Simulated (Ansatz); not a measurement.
WS₄. The state is a singlet with charge 0. Geometry PBE-D4/def2-SVP.

```xyz
5

W     0.1277    0.3363    0.2999
S     1.6698   -0.5078    1.5404
S    -1.5602    1.0294    1.4597
S    -0.8933   -1.0312   -1.2619
S     0.6559    0.1733   -2.0381
```

In the def2 sets W takes a core potential; there is no spin–orbit coupling. The structure comes from a short search, and lower isomers may exist.

Q: Estimate the orbital energies around the gap (eV) in Ansatz with PBE-D4/def2-SVP, PBE-D4/def2-TZVPD, r2SCAN-D4/def2-TZVP, PBE0-D4/def2-SVP, PBE0-D4/def2-TZVP.

A: 
```json
{"orbital": "HOMO−5", "PBE-D4/def2-SVP": "-8.31", "PBE-D4/def2-TZVPD": "-8.27", "r2SCAN-D4/def2-TZVP": "-8.61", "PBE0-D4/def2-SVP": "-9.68", "PBE0-D4/def2-TZVP": "-9.56"}
{"orbital": "HOMO−4", "PBE-D4/def2-SVP": "-7.75", "PBE-D4/def2-TZVPD": "-7.73", "r2SCAN-D4/def2-TZVP": "-8.04", "PBE0-D4/def2-SVP": "-9.02", "PBE0-D4/def2-TZVP": "-8.93"}
{"orbital": "HOMO−3", "PBE-D4/def2-SVP": "-7.55", "PBE-D4/def2-TZVPD": "-7.55", "r2SCAN-D4/def2-TZVP": "-7.84", "PBE0-D4/def2-SVP": "-8.78", "PBE0-D4/def2-TZVP": "-8.71"}
{"orbital": "HOMO−2", "PBE-D4/def2-SVP": "-7.23", "PBE-D4/def2-TZVPD": "-7.27", "r2SCAN-D4/def2-TZVP": "-7.54", "PBE0-D4/def2-SVP": "-8.42", "PBE0-D4/def2-TZVP": "-8.39"}
{"orbital": "HOMO−1", "PBE-D4/def2-SVP": "-6.36", "PBE-D4/def2-TZVPD": "-6.39", "r2SCAN-D4/def2-TZVP": "-6.64", "PBE0-D4/def2-SVP": "-7.52", "PBE0-D4/def2-TZVP": "-7.47"}
{"orbital": "HOMO", "PBE-D4/def2-SVP": "-6.19", "PBE-D4/def2-TZVPD": "-6.20", "r2SCAN-D4/def2-TZVP": "-6.37", "PBE0-D4/def2-SVP": "-7.22", "PBE0-D4/def2-TZVP": "-7.14"}
{"orbital": "LUMO", "PBE-D4/def2-SVP": "-5.25", "PBE-D4/def2-TZVPD": "-5.25", "r2SCAN-D4/def2-TZVP": "-5.24", "PBE0-D4/def2-SVP": "-4.71", "PBE0-D4/def2-TZVP": "-4.61"}
{"orbital": "LUMO+1", "PBE-D4/def2-SVP": "-3.89", "PBE-D4/def2-TZVPD": "-3.95", "r2SCAN-D4/def2-TZVP": "-3.96", "PBE0-D4/def2-SVP": "-3.34", "PBE0-D4/def2-TZVP": "-3.31"}
{"orbital": "LUMO+2", "PBE-D4/def2-SVP": "-3.63", "PBE-D4/def2-TZVPD": "-3.71", "r2SCAN-D4/def2-TZVP": "-3.65", "PBE0-D4/def2-SVP": "-2.96", "PBE0-D4/def2-TZVP": "-2.95"}
{"orbital": "LUMO+3", "PBE-D4/def2-SVP": "-2.78", "PBE-D4/def2-TZVPD": "-2.92", "r2SCAN-D4/def2-TZVP": "-2.80", "PBE0-D4/def2-SVP": "-2.19", "PBE0-D4/def2-TZVP": "-2.21"}
{"orbital": "LUMO+4", "PBE-D4/def2-SVP": "-2.74", "PBE-D4/def2-TZVPD": "-2.88", "r2SCAN-D4/def2-TZVP": "-2.78", "PBE0-D4/def2-SVP": "-2.07", "PBE0-D4/def2-TZVP": "-2.11"}
{"orbital": "LUMO+5", "PBE-D4/def2-SVP": "-1.60", "PBE-D4/def2-TZVPD": "-1.91", "r2SCAN-D4/def2-TZVP": "-1.68", "PBE0-D4/def2-SVP": "-0.87", "PBE0-D4/def2-TZVP": "-1.03"}
```
